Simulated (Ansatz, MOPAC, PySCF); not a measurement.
Bond stretch in SMILES CB (CH₅B). The C1–B5 bond (C1 also carries H, H, H; B5 carries H, H) is varied alone, starting from the PBE0/def2-TZVP optimised geometry.

- PM6, restricted, heats of formation (MOPAC)
- UKS-B3LYP/3-21G = PySCF with unrestricted B3LYP/3-21G
- UCCSD(T) = CCSD(T) on UHF/cc-pVTZ, frozen core (Ansatz, a program for electronic structure)
- RHF/cc-pVTZ (Ansatz)

Energies are in kJ/mol, each relative to the lowest point of its own curve near equilibrium.

```tsv
R / Å	PM6	UKS-B3LYP/3-21G	UCCSD(T)	RHF
1.26	207.5	193.1	186.6	196.0
1.32	119.2	110.6	106.7	112.8
1.39	52.2	49.2	47.1	50.6
1.45	18.9	18.8	17.8	19.5
1.49	6.6	7.3	6.7	7.5
1.55	0.0	0.0	0.0	0.0
1.59	?	0.5	?	0.5
1.63	8.4	4.3	5.0	4.6
1.72	?	22.2	23.7	23.6
1.83	81.0	55.2	58.0	59.3
1.93	131.2	91.2	94.9	98.5
2.09	?	153.8	158.0	167.0
2.30	325.8	236.0	238.4	257.4
2.56	441.1	328.7	329.5	361.1
2.80	?	401.3	397.7	445.2
3.04	588.7	447.3	447.1	?
3.42	658.7	481.3	482.7	612.9
3.82	705.2	495.2	492.8	690.6
4.21	734.9	500.7	495.5	749.4
4.64	763.4	503.1	496.3	799.7
5.49	788.5	503.9	496.7	867.6
```

Problem. Complete the blanks.

Solution. 
- 1.59, PM6: 2.1
- 1.59, UCCSD(T): 0.8
- 1.72, PM6: 34.3
- 2.09, PM6: 217.0
- 2.80, PM6: 524.9
- 3.04, RHF: 518.0

The restricted form behind PM6, RHF keeps the bonding electrons paired and can't separate into open-shell fragments. The unrestricted determinant behind UKS-B3LYP/3-21G is spin-contaminated at 2.80 to 5.49 Å (<S²> up to 1.0, against 0.00 for a pure singlet). The unrestricted determinant behind UCCSD(T) is spin-contaminated at 2.56 to 5.49 Å (<S²> up to 1.0, against 0.00 for a pure singlet).
